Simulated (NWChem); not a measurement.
System: CH₆AlNO₂; SMILES C[O][Al]([NH2])[OH]

NWChem input:

```
start job
memory heap 200 mb stack 900 mb global 1100 mb
geometry units angstroms noautosym nocenter noautoz
  Al     0.133415    -0.547527     0.016716
  O      1.369830    -1.705774     0.148548
  H      2.291380    -1.477912     0.274830
  O      0.535427     1.095778     0.108331
  C     -0.036254     2.354031     0.065991
  H      0.168960     2.914622     0.996830
  H      0.377653     2.950564    -0.768123
  H     -1.136253     2.333214    -0.064455
  N     -1.518088    -1.121008    -0.210789
  H     -1.770315    -2.100581    -0.264840
  H     -2.342432    -0.541180    -0.303345
end
basis spherical
  * library def2-svp
end
dft
  xc b3lyp
  iterations 150
end
property
  response 1 0.0773
end
task dft property
```

Output (shortened):

```
             Northwest Computational Chemistry Package (NWChem) 7.3.0
             --------------------------------------------------------

                             Geometry "geometry" -> ""
                             -------------------------

 Output coordinates in angstroms (scale by  1.889725989 to convert to a.u.)

  No.       Tag          Charge          X              Y              Z
 ---- ---------------- ---------- -------------- -------------- --------------
    1 Al                  13.0000     0.13341500    -0.54752700     0.01671600
    2 O                    8.0000     1.36983000    -1.70577400     0.14854800
    3 H                    1.0000     2.29138000    -1.47791200     0.27483000
    4 O                    8.0000     0.53542700     1.09577800     0.10833100
    5 C                    6.0000    -0.03625400     2.35403100     0.06599100
    6 H                    1.0000     0.16896000     2.91462200     0.99683000
    7 H                    1.0000     0.37765300     2.95056400    -0.76812300
    8 H                    1.0000    -1.13625300     2.33321400    -0.06445500
    9 N                    7.0000    -1.51808800    -1.12100800    -0.21078900
   10 H                    1.0000    -1.77031500    -2.10058100    -0.26484000
   11 H                    1.0000    -2.34243200    -0.54118000    -0.30334500

 Effective nuclear repulsion energy (a.u.)     225.9060303643

                              NWChem Property Module
                              ----------------------

                                 NWChem DFT Module
                                 -----------------

 Summary of "ao basis" -> "ao basis" (spherical)
 ------------------------------------------------------------------------------
       Tag                 Description            Shells   Functions and Types
 ---------------- ------------------------------  ------  ---------------------
 Al                         def2-svp                 8       18   4s3p1d
 O                          def2-svp                 6       14   3s2p1d
 H                          def2-svp                 3        5   2s1p
 C                          def2-svp                 6       14   3s2p1d
 N                          def2-svp                 6       14   3s2p1d

            General Information
            -------------------
          SCF calculation type: DFT
          Wavefunction type:  closed shell.
          No. of atoms     :    11
          No. of electrons :    48
           Alpha electrons :    24
            Beta electrons :    24
          Charge           :     0
          Spin multiplicity:     1
          Use of symmetry is: off; symmetry adaption is: off
          Maximum number of iterations: 150
          AO basis - number of functions:   104
                     number of shells:    50
          Convergence on energy requested:  1.00D-06
          Convergence on density requested:  1.00D-05
          Convergence on gradient requested:  5.00D-04

              XC Information
              --------------
                         B3LYP Method XC Potential
                     Hartree-Fock (Exact) Exchange  0.200
                        Slater Exchange Functional  0.800 local
                    Becke 1988 Exchange Functional  0.720 non-local
              Lee-Yang-Parr Correlation Functional  0.810
                  VWN I RPA Correlation Functional  0.190 local

             Grid Information
             ----------------
          Grid used for XC integration:  medium
          Radial quadrature: Mura-Knowles
          Angular quadrature: Lebedev.
          Tag              B.-S. Rad. Rad. Pts. Rad. Cut. Ang. Pts.
          ---              ---------- --------- --------- ---------
          Al                  1.25       88          10.0       590
          O                   0.60       49          12.0       434
          H                   0.35       45          13.0       434
          C                   0.70       49          12.0       434
          N                   0.65       49          11.0       434
          Grid pruning is: on
          Number of quadrature shells:   554
          Spatial weights used:  Erf1

      Superposition of Atomic Density Guess
      -------------------------------------

 Sum of atomic energies:        -486.03839112

      Non-variational initial energy
      ------------------------------

 Total energy =    -487.896994
 1-e energy   =   -1118.110031
 2-e energy   =     404.307007
 HOMO         =      -0.364594
 LUMO         =      -0.038767

   convergence    iter        energy       DeltaE   RMS-Dens  Diis-err
 ---------------- ----- ----------------- --------- --------- ---------
 d= 0,ls=0.0,diis     1   -489.1174370607 -7.15D+02  1.34D-02  1.06D+00
 d= 0,ls=0.0,diis     2   -489.0374788112  8.00D-02  7.37D-03  2.06D+00
 d= 0,ls=0.0,diis     3   -489.2335174951 -1.96D-01  1.02D-03  2.47D-02
 d= 0,ls=0.0,diis     4   -489.2350876771 -1.57D-03  4.82D-04  6.99D-03
 d= 0,ls=0.0,diis     5   -489.2358221130 -7.34D-04  9.72D-05  3.14D-04
  Resetting Diis
 d= 0,ls=0.0,diis     6   -489.2358551667 -3.31D-05  2.53D-05  1.33D-05
 d= 0,ls=0.0,diis     7   -489.2358567113 -1.54D-06  1.12D-05  9.48D-07
 d= 0,ls=0.0,diis     8   -489.2358566484  6.29D-08  6.36D-06  1.54D-06

         Total DFT energy =     -489.235856648397
      One electron energy =    -1124.279674082052
           Coulomb energy =      459.744272455433
    Exchange-Corr. energy =      -50.606485386102
 Nuclear repulsion energy =      225.906030364324

 Numeric. integr. density =       48.000003437413

                       DFT Final Molecular Orbital Analysis
                       ------------------------------------

 Vector   22  Occ=2.000000D+00  E=-2.802507D-01
              MO Center=  2.4D-01,  1.4D+00,  8.0D-02, r^2= 1.9D+00
   Bfn.  Coefficient  Atom+Function         Bfn.  Coefficient  Atom+Function
  ----- ------------  ---------------      ----- ------------  ---------------
    41      0.507913   4 O  px               44      0.380581   4 O  px
    76      0.253188   8 H  s                55     -0.201107   5 C  px
    77      0.201757   8 H  s                42      0.138247   4 O  py
     3     -0.128439   1 Al s                66     -0.120293   6 H  s
    71     -0.116747   7 H  s                11      0.097710   1 Al px

 Vector   23  Occ=2.000000D+00  E=-2.741238D-01
              MO Center=  4.8D-01,  9.5D-01,  9.6D-02, r^2= 3.1D+00
   Bfn.  Coefficient  Atom+Function         Bfn.  Coefficient  Atom+Function
  ----- ------------  ---------------      ----- ------------  ---------------
    43      0.485159   4 O  pz               46      0.378577   4 O  pz
    24     -0.243976   2 O  pz               71      0.199025   7 H  s
    27     -0.196867   2 O  pz               66     -0.197259   6 H  s
    57     -0.186681   5 C  pz               72      0.140411   7 H  s
    67     -0.139248   6 H  s                86     -0.100773   9 N  pz

 Vector   24  Occ=2.000000D+00  E=-2.452264D-01
              MO Center= -1.2D+00, -9.1D-01, -1.7D-01, r^2= 1.9D+00
   Bfn.  Coefficient  Atom+Function         Bfn.  Coefficient  Atom+Function
  ----- ------------  ---------------      ----- ------------  ---------------
    86      0.531819   9 N  pz               89     -0.462797   9 N  pz
    43      0.169846   4 O  pz               46      0.141156   4 O  pz
    24      0.108697   2 O  pz               27      0.092602   2 O  pz
    13     -0.081621   1 Al pz               84     -0.068483   9 N  px
    17     -0.064784   1 Al d  1             87      0.059568   9 N  px

 Vector   25  Occ=0.000000D+00  E=-2.008635D-03
              MO Center=  4.2D-02, -5.2D-01,  6.8D-03, r^2= 5.8D+00
   Bfn.  Coefficient  Atom+Function         Bfn.  Coefficient  Atom+Function
  ----- ------------  ---------------      ----- ------------  ---------------
     4      1.220472   1 Al s                83     -0.609591   9 N  s
    21     -0.362015   2 O  s                54     -0.336958   5 C  s
    40     -0.326567   4 O  s               101      0.202031  11 H  s
    96      0.179008  10 H  s                34      0.177799   3 H  s
    82     -0.177331   9 N  s                77      0.156031   8 H  s

 Vector   26  Occ=0.000000D+00  E= 4.836658D-02
              MO Center=  1.3D-01, -4.6D-01,  1.5D-02, r^2= 4.6D+00
   Bfn.  Coefficient  Atom+Function         Bfn.  Coefficient  Atom+Function
  ----- ------------  ---------------      ----- ------------  ---------------
    13      0.890283   1 Al pz               89     -0.275829   9 N  pz
    10      0.261165   1 Al pz               86      0.220790   9 N  pz
    27     -0.217293   2 O  pz               72     -0.217212   7 H  s
    67      0.213067   6 H  s                24     -0.202437   2 O  pz
    43     -0.188981   4 O  pz               46     -0.189854   4 O  pz

[...]

 DFT Linear Response polarizability / au
 Frequency  =       0.0773000 / au
 Wavelength =     589.4353558 / nm
              X              Y              Z
 -----------------------------------------------
 X      45.8380469      0.5544959      1.4071230
 Y       0.5544955     50.1987181      0.4356651
 Z       1.4071173      0.4356523     35.3066105
 -----------------------------------------------
 Eigenvalues =      45.9367482     50.2933825     35.1132449
 Isotropic   =      43.7811252
 Anisotropic =      13.5381879
 -----------------------------------------------

 Magnetic Dipole Response Matrix (nonzero elements):
```

Level: B3LYP/def2-SVP. All runs use the structure optimised with PBE0/def2-SVP. B3LYP is NWChem's, with the RPA form of VWN correlation.
